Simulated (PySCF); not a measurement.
**Dipole response of Al (aluminium, neutral)**

[Ne] 3s1 3p2, high-spin 4P determinant (an excited configuration). All numbers are calculated (PySCF 2.14, scalar relativity by spin-free X2C-1e, in aug-cc-pVDZ-DK (5s4p2d, 27 functions)). Coupled (time-dependent) response in atomic units; α is the mean over directions. A double-zeta set is small for polarisabilities.

```csv
method,mean α (bohr³),"α xx, yy, zz",C₆ (like pair),S(−4)
UHF,56.83,"49.29, 60.59, 60.59",514.3,1377
PBE,62.61,"50.91, 68.45, 68.45",574.7,1909
PBE0,59.67,"50.01, 64.51, 64.51",543.6,1605
M06-L,65.24,"54.82, 70.46, 70.46",624.7,1978
```

S(−4) is the Cauchy moment in α(ω) = α(0) + S(−4) ω² + …

α(iu) at UHF:

```
u (hartree)  α(iu) (bohr³)
          0          56.83
     0.0500          53.61
      0.100          46.02
      0.200          29.98
      0.300          19.28
      0.500          9.177
      0.750          4.597
       1.00          2.726
       1.50          1.276
       2.00         0.7399
       3.00         0.3429
       5.00         0.1294
```

A single London oscillator, α(iu) = α/(1 + u²/ω²), gives C₆ = (3/4) ω α². Matching the computed C₆ needs ω = 4 × 514.3 / (3 × 56.83²) = 0.212 hartree.

The components differ because the open shell of this determinant is not spherical; for a pure term their mean is the scalar polarisability.
